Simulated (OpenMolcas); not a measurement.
**Fe²⁺: effect of correlating more closed shells**

| Quantity | Value |
| --- | --- |
| Program | OpenMolcas |
| Basis | ANO-RCC-VTZP [6s5p3d2f1g] |
| Scalar Hamiltonian | DKH2, point nucleus |
| Active space | 6 electrons in 6 orbitals (3d 4s) |
| State averaging | 2S+1 = 5 even, 30 roots; 2S+1 = 7 even, 1 root kept (CI in the orbitals of an earlier block); 2S+1 = 3 even, 121 roots kept (CI in the orbitals of an earlier block, 98 in the spin-orbit step); 2S+1 = 1 even, 96 roots kept (CI in the orbitals of an earlier block, 69 in the spin-orbit step) |
| Spin-orbit coupling | state interaction with AMFI integrals over the reference wave functions, term energies averaged over their components |

Methods on the same reference wave functions:
A. CASSCF
B. MS-CASPT2, IPEA 0.25 Eh, imaginary shift 0.1 Eh (closed shells correlated: none)
C. MS-CASPT2, IPEA 0.25 Eh, imaginary shift 0.1 Eh (closed shells correlated: 3s 3p)

Energies in eV above 3d⁶ ⁵D₄, the measured ground level; measured values from Corliss and Sugar, J. Phys. Chem. Ref. Data 11, 135 (1982).

```csv
Level,A,B,C,Measured
3d⁶ ⁵D₄,0.0000,0.0000,0.0000,0.0000
3d⁶ ⁵D₃,0.0590,0.0593,0.0595,0.0541
3d⁶ ⁵D₂,0.1009,0.1009,0.1009,0.0916
3d⁶ ⁵D₁,0.1281,0.1277,0.1274,0.1156
3d⁶ ⁵D₀,0.1414,0.1408,0.1404,0.1274
3d⁵ 4s ⁷S₃,1.2996,3.337,3.411,3.7305
3d⁵ 4s ⁵S₂,2.8045,4.418,4.572,5.0833
3d⁶ ³H₆,2.9655,2.622,2.486,2.4860
3d⁶ ³H₅,2.9968,2.651,2.514,2.5170
3d⁶ ³H₄,3.0204,2.671,2.533,2.5394
3d⁶ ³P₂(1),3.2484,2.586,2.349,2.4059
3d⁶ ³F₄(1),3.3990,2.796,2.631,2.6610
3d⁶ ³P₁(1),3.4226,2.761,2.525,2.5650
3d⁶ ³F₃(1),3.4319,2.828,2.661,2.6904
3d⁶ ³F₂(1),3.4563,2.851,2.683,2.7099
3d⁶ ³P₀(1),3.4969,2.832,2.598,2.6295
3d⁶ ³G₅,3.7481,3.162,3.018,3.0449
3d⁶ ³G₄,3.8029,3.215,3.071,3.0923
3d⁶ ³G₃,3.8287,3.239,3.094,3.1173
3d⁶ ¹I₆,4.4690,3.950,3.762,3.7637
3d⁶ ¹G₄(1),4.7168,3.862,3.782,3.8294
3d⁶ ³D₁,4.8534,3.909,3.752,
3d⁶ ³D₂,4.8579,3.913,3.753,
3d⁶ ³D₃,4.8738,3.929,3.771,3.8259
```

Deviations, from unrounded energies. A percentage is the sum of absolute deviations over the sum of measured energies, with the sign that they share, or ± where signs differ.

```tsv
Against measurement	Levels	A	B	C
mean absolute deviation (cm-1)	21	6000	1200	490
fine structure of the ground term (%)	4	+10.5	+10.3	+10.2
other terms of the ground configuration (%)	15	+25.1	+4.7	-0.9
other configurations (%)	2	-53.4	-12.0	-9.4
```

C lies closest to measurement on these levels and A furthest from it. The largest miss of C in the table is 3d⁵ 4s ⁵S₂, by -4100 cm-1. The ranking rests on the paired levels alone, and a cruder setting can come out closer through cancelling errors.

Between B and C the level of the table that moves most is 3d⁶ ³P₂(1), by 1900 cm-1 (lowest in C, highest in B). Moves below CASPT2's spread within the term are not significant.

The mean deviations of B to C differ by less than CASPT2's widest spread within a term (2700 cm-1), so their order carries little weight.

From A to B the spin-free energies of the other terms of 3d⁶ shown, above ⁵D, scale by factors of 0.80 to 0.88, as is usual when dynamic correlation screens the repulsion within a d or f shell.

The lowest spin-free term lies below A's lowest term by 0.172 hartree in B, 0.487 hartree in C.

What an inner shell adds also hangs on whether the basis holds functions to correlate it.

Term energies are means over components that CASPT2 splits; among the terms shown or strongly mixed into the levels shown the widest spread is 2700 cm-1 (3d⁶ ¹I, C). Over all roots computed the reference weight is 0.90 to 0.98 in B, 0.88 to 0.95 in C; the roots of lowest weight are the least certain, and an intruder state may touch them. Some high roots are left out of the spin-orbit mixing, which shifts the levels that they would mix with. Terms from blocks run as CI alone lack orbitals of their own. A single d shell beside an s shell can misplace configurations of different d count against each other. The CASPT2 spread within a term exceeds the gap to the next term for 3d⁶ ¹G(1) and 3d⁶ ³D, 3d⁶ ³D and 3d⁶ ¹I, so the order of their levels is uncertain (figures for B; the like holds for C). Without dynamic correlation excited terms often stand tens of per cent too high (terms of higher spin than the ground term too low), and those without a measured partner can miss by more than the paired ones (holds for A). Blocks of more than 70 roots (2S+1 = 3 even) ran without multistate coupling (holds for B; C). Computed and measured levels are paired by configuration, term and J; levels that our copy of the source lacks, or whose pairing is in doubt (as where it misses far off the trend of its configuration), stay unpaired and out of the deviations. Only configurations of the active space appear. Levels that lie high or do not pair safely by name in every column are left out.

A number in round brackets counts repeated terms of one configuration in the order of the reference energies.
